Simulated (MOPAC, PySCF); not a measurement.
CH2F2S2, SMILES `FC(F)(S)S` (S–C–S–H torsion -65°, S–C–S–H torsion 65°), neutral singlet in the gas phase. 

Z-matrix (Å, degrees):
```
C
F 1 1.3503
F 1 1.3514 2 107.35
S 1 1.8149 2 105.75 3 -117.28
H 4 1.3386 1 94.55 2 177.58
S 1 1.8149 2 105.75 3 117.28
H 6 1.3386 1 94.55 2 -177.58
```
Charge 0, spin multiplicity 1.

All levels are single points at this geometry (CAM-B3LYP-D3(BJ)/def2-TZVP); Pople sets use spherical d functions. Orbital energies aren't observables, and empty levels follow the basis.

TPSSh-D3(BJ)/def2-TZVP in PySCF gives dipole (D) = 2.22.

Problem. Estimate the dipole (D) from each of these levels: CAM-B3LYP-D3(BJ)/def2-TZVP in PySCF; B3LYP/LANL2DZ in PySCF; PBE/6-31G* in PySCF; SVWN5/6-31G* in PySCF; HF/3-21G in PySCF; PM3 in MOPAC; PM6 in MOPAC; PM7 in MOPAC.

Solution. 
```csv
level,dipole (D)
CAM-B3LYP-D3(BJ)/def2-TZVP in PySCF,2.38
B3LYP/LANL2DZ in PySCF,3.21
PBE/6-31G* in PySCF,2.21
SVWN5/6-31G* in PySCF,2.34
HF/3-21G in PySCF,3.24
PM3 in MOPAC,3.00
PM6 in MOPAC,2.53
PM7 in MOPAC,3.13
```
